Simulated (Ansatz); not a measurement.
**Strength of the O–Si bond: C2H6OSi2 → C2H5Si2 + OH**

Species: C2H6OSi2 `O[SiH2]C#C[SiH3]`, singlet; C2H5Si2 `[SiH2]C#C[SiH3]`, doublet; OH, doublet. 

Shapes, held fixed at every level: PBE0-D4/def2-TZVP. Flexible molecules stand in one conformer, not always the lowest. Programs: Ansatz 0.2.0. Electronic energies: no zero-point or thermal term.

Q: Estimate ΔE of this reaction.

A: B2PLYP/def2-TZVPP gives ΔE = +524.5 kJ/mol; the levels span +380.5 to +532.8. The median of the levels is +509.9. Hartree–Fock misses the correlation of the pair that is broken and comes out low. No measured value is set beside it here. Spin contamination: C2H5Si2 (⟨S²⟩ up to 0.88). Open shells run unrestricted unless RO is named. Times are processor times on shared x86 and Arm servers, and rough.

```
                level                    kind  ΔE (kJ/mol)  CPU time (sum over the molecules)
          HF/def2-SVP            Hartree–Fock       +380.5                                  –
    PBE-D4/def2-TZVPP                     GGA       +515.0                               17 s
  BHLYP-D4/def2-TZVPP           global hybrid       +503.7                               25 s
   PBE0-D4/def2-TZVPP           global hybrid       +509.9                               21 s
r2SCAN0-D4/def2-TZVPP           global hybrid       +500.5                               34 s
   wB97X-V/def2-TZVPP  range-separated hybrid       +532.8                               52 s
    B2PLYP/def2-TZVPP           double hybrid       +524.5                               34 s
```
